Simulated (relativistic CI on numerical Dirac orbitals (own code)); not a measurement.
## Slater and spin-orbit integrals, Gd5+

Method of calculation: Dirac-Coulomb-Breit CI, separate exchange-only KLI orbitals for each configuration, a model potential for QED, valence Slater integrals scaled by 0.85, P86 correlation energy added to each configuration (own radial code, finite nucleus).

Slater integrals F^k, G^k are unscaled and averaged over j, outside the closed core [Kr] 4d10 5s2; ζ comes from projecting the Hamiltonian with its Breit term on Σ l·s of the shell.

- 4f⁶5p⁵: F^2(4f,4f) = 123420, F^4(4f,4f) = 77724, F^6(4f,4f) = 55998, ζ(4f) = 1618.2, F^2(4f,5p) = 57378, G^2(4f,5p) = 27947, G^4(4f,5p) = 22214, ζ(5p) = 27324 cm⁻¹; <r>(4f) = 0.7874, <r^2>(4f) = 0.7713, <r>(5p) = 1.442, <r^2>(5p) = 2.334 (bohr units).
- 4f⁴5p⁶5d: F^2(4f,4f) = 134140, F^4(4f,4f) = 85024, F^6(4f,4f) = 61423, ζ(4f) = 1860.3, F^2(4f,5d) = 38795, F^4(4f,5d) = 19286, G^1(4f,5d) = 14879, G^3(4f,5d) = 13583, G^5(4f,5d) = 10780, ζ(5d) = 2103.6 cm⁻¹; <r>(4f) = 0.7347, <r^2>(4f) = 0.6595, <r>(5d) = 1.761, <r^2>(5d) = 3.501 (bohr units).
- 4f⁴5p⁶6s: F^2(4f,4f) = 134760, F^4(4f,4f) = 85455, F^6(4f,4f) = 61744, ζ(4f) = 1861.5, G^3(4f,6s) = 4458 cm⁻¹; <r>(4f) = 0.7318, <r^2>(4f) = 0.6529, <r>(6s) = 2.626, <r^2>(6s) = 7.643 (bohr units).

Averages of the first 3 configurations, taken without configuration mixing, which lowers the lowest level and can move excited configurations by several eV; other configurations of the list can lie among them:

```tsv
Configuration	Parity	States	Average energy above the lowest level (eV)
4f⁶5p⁵	odd	18018	12.2
4f⁴5p⁶5d	even	10010	26.5
4f⁴5p⁶6s	even	2002	38.1
```
